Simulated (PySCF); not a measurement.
What does the GFN2-xTB structure of `N#C[C@@H]1CC[C@H]2O[C@H]2C1` look like in three dimensions?

```xyz
18
C7H9NO angstrom
N     -1.6058    1.8484    1.7177
C     -1.2288    1.4367    0.7200
C     -0.7490    0.9210   -0.5418
C     -1.0835   -0.5718   -0.6705
C     -0.5249   -1.3465    0.5211
C      0.9461   -1.0620    0.7189
O      1.7880   -1.1174   -0.3981
C      1.5635    0.1479    0.1661
C      0.7693    1.1432   -0.6569
H     -1.2529    1.4854   -1.3360
H     -0.6361   -0.9479   -1.5928
H     -2.1644   -0.7128   -0.7255
H     -1.0505   -1.0620    1.4360
H     -0.6655   -2.4184    0.3661
H      1.3739   -1.4871    1.6252
H      2.4279    0.5617    0.6807
H      1.0222    2.1560   -0.3378
H      1.0617    1.0319   -1.7039
```

Orientation and origin are arbitrary. Atoms count from 1 in this order. The 7 C–C bonds span 1.445 Å (C2–C3, drawn single) to 1.539 Å (C3–C9, drawn single), a spread of 0.094 Å. The 3-membered ring C6–O7–C8 has internal angles of 58.3° to 63.1°. Of the pairs four or more bonds apart, C2···H13 is among the closest relative to their van der Waals radii: 2.61 Å, 90 % of the sum of Bondi's values. The 6-membered ring C3–C4–C5–C6–C8–C9 has internal angles of 110.4° to 121.7° (sum 687°, against 720° for a flat polygon); it is puckered, 0.21 Å rms from its mean plane, widest ring torsion 66°.

Bonds between heavy atoms (Å): N1≡C2 1.143, C2–C3 1.445, C3–C4 1.535, C4–C5 1.527, C5–C6 1.511, C6–O7 1.400, O7–C8 1.403, C8–C9 1.516, C3–C9 1.539, C6–C8 1.466.

Computed geometry: GFN2-xTB, gas phase.

Point group: C1 (no symmetry element, even within 0.4 Å). Not checked by GFN2-xTB frequencies. The numbers are those of one conformer (C2–C3–C4–C5 -55°, C3–C4–C5–C6 -52°, C4–C5–C6–O7 -48°, C5–C6–O7–C8 111°).
